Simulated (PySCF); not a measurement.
## A thermochemical cycle for AsF

PBE in PySCF with def2-TZVPPD on every atom, for the lowest determinant that a PBE0 search found; no spin–orbit coupling. AsF, a triplet (π ↑↑), has De = 4.64 eV to neutral atoms, and AsF⁺, a doublet (π ↑), has De = 5.16 eV to As⁺ + F.

At the same level the As atom ionises at 9.89 eV.

Question: What is the adiabatic ionisation energy of the molecule, and does ionisation strengthen or weaken the bond?

Answer: IE = IE(As) + De(neutral) − De(ion) = 9.89 + 4.64 − 5.16 = 9.37 eV. De changes by +0.52 eV, so ionisation strengthens the bond.

Spin–orbit coupling is left out. For an ion De counts to the pair picked by the measured ionisation energies or electron affinities, which need not be the lowest pair at this level. States were picked by a PBE0 search and need not be the measured ground states.
